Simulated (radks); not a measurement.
All-electron atom: Co II in [Ar] 3d7 7d1 (not the ground configuration). Method: Dirac Kohn-Sham, LDA (Slater exchange, Perdew-Wang correlation), spin-unpolarised, spherical densities, finite nucleus; open shells are shared between the two j in proportion to 2j + 1; Fermi nuclear charge, rms radius 3.7875 fm; computed with a radial shooting solver on a logarithmic mesh with Libxc functionals.

Unscreened Slater integrals over Kohn-Sham orbitals (cm^-1). Large and small components are both included.

integral          value
F0(7d5/2,7d5/2)  7890.7
F2(7d5/2,7d5/2)  4127.6
F4(7d5/2,7d5/2)  2937.1
F0(7d5/2,7d3/2)  7888.6
F2(7d5/2,7d3/2)  4130.8
G2(7d5/2,7d3/2)  4130.7
G4(7d5/2,7d3/2)  2940.2
F0(7d5/2,3d5/2)   12520
F2(7d5/2,3d5/2)  711.67
F4(7d5/2,3d5/2)  322.72
G0(7d5/2,3d5/2)  339.28
G2(7d5/2,3d5/2)  335.12
G4(7d5/2,3d5/2)  240.51
F0(7d5/2,3d3/2)   12523
F2(7d5/2,3d3/2)  709.56
G2(7d5/2,3d3/2)  334.87
G4(7d5/2,3d3/2)  240.08
F0(7d3/2,7d3/2)  7886.6
F2(7d3/2,7d3/2)  4134.0
F0(7d3/2,3d5/2)   12489
F2(7d3/2,3d5/2)  704.74
G2(7d3/2,3d5/2)  329.89
G4(7d3/2,3d5/2)  236.99
F0(7d3/2,3d3/2)   12492
F2(7d3/2,3d3/2)  702.63
G0(7d3/2,3d3/2)  334.59
G2(7d3/2,3d3/2)  330.24
F0(3d5/2,3d5/2)  199930
F2(3d5/2,3d5/2)   90927
F4(3d5/2,3d5/2)   56261
F0(3d5/2,3d3/2)  200450
F2(3d5/2,3d3/2)   91167
G2(3d5/2,3d3/2)   91092
G4(3d5/2,3d3/2)   56366
F0(3d3/2,3d3/2)  200970
F2(3d3/2,3d3/2)   91411
